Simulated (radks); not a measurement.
Results of a calculation; reference values are marked as such.
Problem. Species: I. Configuration: [Kr] 4d10 5s2 5p5. Code: a radial shooting solver on a logarithmic mesh with Libxc functionals. Model: Dirac Kohn-Sham, BLYP, spin-unpolarised, spherical densities, point nucleus; open shells fill j = l - 1/2 first.

Spin-orbit splittings of the eigenvalues, e(l+1/2) - e(l-1/2), with zeta = 2 splitting/(2l+1) and mean radii in bohr:

| shell | occ. | splitting (eV) | zeta (eV) | <r> j=l-1/2 | <r> j=l+1/2 |
|---|---|---|---|---|---|
| 2p | 6 | 298.9 | 199.3 | 0.09845 | 0.1041 |
| 3p | 6 | 56.23 | 37.49 | 0.3041 | 0.3156 |
| 3d | 10 | 11.83 | 4.730 | 0.2865 | 0.2902 |
| 4p | 6 | 10.98 | 7.318 | 0.7728 | 0.8011 |
| 4d | 10 | ? | ? | 0.9154 | 0.9270 |
| 5p | 5 | 1.005 | 0.6703 | 2.401 | 2.532 |

Estimate the 4d splitting.

Solution. 1.716 eV (zeta = 0.6864 eV).
